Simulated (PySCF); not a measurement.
Correlation energy of Mg⁺ (magnesium, charge +1)

[Ne] 3p1, 2P determinant (an excited configuration). All numbers are calculated (PySCF 2.14, the spin-free X2C one-electron Hamiltonian (Gaussian nucleus), in aug-cc-pCVTZ-DK with one added diffuse shell each of s, p, d, f type (9s8p6d4f, 91 functions)). Frozen: 1s2; 9 electrons correlated.

```json
{"level": "CCSD", "correlation energy (mhartree)": "-263.92"}
{"level": "(T)", "correlation energy (mhartree)": "-2.01"}
{"level": "CCSD(T)", "correlation energy (mhartree)": "-265.93"}
```

Diagnostics: T1 = 0.0038, D1 = 0.0131, largest double amplitude 0.017.

**Question.** Is a single reference adequate?

**Answer.** Yes: T1 lies below 0.03 and no double amplitude reaches 0.07.
